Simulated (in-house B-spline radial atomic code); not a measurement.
Ionisation energies with and without relativity, with size and susceptibility from the Dirac run. Dirac energy differences include first-order Breit, QED and recoil terms. NIST's values go from ground level to ground level; the uncertainty of those that are theory runs from under 0.1 % in few-electron ions to several per cent in heavy many-electron ones. Computed with an all-electron radial atomic-structure program (B-spline basis): non-relativistic Hartree-Fock and Dirac-Hartree-Fock, averages of the configuration (point nuclei without relativity, finite nuclei with it).

```csv
ion,configuration,configuration after,ionisation non-relativistic (eV),ionisation Dirac Breit and QED (eV),tabulated value (eV),tabulated kind,radius at density 0.001 (bohr),diamagnetic susceptibility (10⁻⁶ cm³/mol)
Lu4+,[Xe] 4f13,[Xe] 4f12,72.27,65.17,66.8,semi-empirical,2.899,-22.942
Hf4+,[Xe] 4f14,[Xe] 4f13,72.89,65.52,68.37,semi-empirical,2.874,-22.629
Ta4+,[Xe] 4f14 5d1,[Xe] 4f14,47.91,46.68,48.272,semi-empirical,3.064,-23.772
W4+,[Xe] 4f14 5d2,[Xe] 4f14 5d1,50.36,49.06,51.6,semi-empirical,3.147,-24.647
Re4+,[Xe] 4f14 5d3,[Xe] 4f14 5d2,52.81,51.45,51.9,tabulated theory,3.172,-25.312
Os4+,[Xe] 4f14 5d4,[Xe] 4f14 5d3,?,?,?,tabulated theory,?,?
Ir4+,[Xe] 4f14 5d5,[Xe] 4f14 5d4,57.73,56.24,57,tabulated theory,3.149,-26.173
Pt4+,[Xe] 4f14 5d6,[Xe] 4f14 5d5,?,?,?,tabulated theory,?,?
Au4+,[Xe] 4f14 5d7,[Xe] 4f14 5d6,?,?,?,tabulated theory,?,?
Hg4+,[Xe] 4f14 5d8,[Xe] 4f14 5d7,65.16,63.47,61.2,measured,3.053,-26.703
```

(1) Fill in the row of Os4+.

(2) Fill in the row of Pt4+.

(3) Fill in the row of Au4+.

Answers

(1) ionisation non-relativistic (eV): 55.27; ionisation Dirac Breit and QED (eV): 53.84; tabulated value (eV): 55; radius at density 0.001 (bohr): 3.168; diamagnetic susceptibility (10⁻⁶ cm³/mol): -25.809.

(2) ionisation non-relativistic (eV): 60.20; ionisation Dirac Breit and QED (eV): 58.64; tabulated value (eV): 56; radius at density 0.001 (bohr): 3.122; diamagnetic susceptibility (10⁻⁶ cm³/mol): -26.431.

(3) ionisation non-relativistic (eV): 62.67; ionisation Dirac Breit and QED (eV): 61.05; tabulated value (eV): 60; radius at density 0.001 (bohr): 3.089; diamagnetic susceptibility (10⁻⁶ cm³/mol): -26.602.
